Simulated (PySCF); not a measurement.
A structure optimised at PBE0-D3(BJ)/def2-SVP, used in a PySCF frequency run:

```xyz
4

Ga    -0.3215    -0.4887     0.0000
F     -2.0119    -0.8902     0.0000
Cl     1.0630    -2.0899     0.0000
Br     0.2858     1.6769     0.0000
```

Question: Write its SMILES, formula and point group.

Answer: [F][Ga]([Cl])[Br], BrClFGa, Cs

Question: What are its rotational constants (standard atomic weights)?

Answer: 3.8691, 1.2299, 0.93322 GHz
